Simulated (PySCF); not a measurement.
**A thermochemical cycle for InP**

CCSD(T) in PySCF with def2-SVPD on every atom (core potentials on In), for the lowest determinant that a PBE0 search found; no spin–orbit coupling. InP, a triplet (π ↑↑), has De = 1.53 eV to neutral atoms, and InP⁺, a quartet (σ ↑, π ↑↑), has De = 0.29 eV to In⁺ + P.

The adiabatic ionisation energy of InP, between the minima, is 6.70 eV.

Question: Which ionisation energy of the In atom does this level give?

Answer: IE(In) = IE(molecule) + De(ion) − De(neutral) = 6.70 + 0.29 − 1.53 = 5.46 eV; the measured value is 5.786 eV (NIST ASD).

Correlated steps freeze 9 core orbitals. Weak bonds: InP⁺. Basis-set superposition, not corrected here, can be much of De in a small basis, most of all at correlated wavefunction levels. These are scalar-relativistic numbers at best; spin–orbit coupling would shift them, the dissociation energy most. For an ion De counts to the pair picked by the measured ionisation energies or electron affinities, which need not be the lowest pair at this level. States were picked by a PBE0 search and need not be the measured ground states.
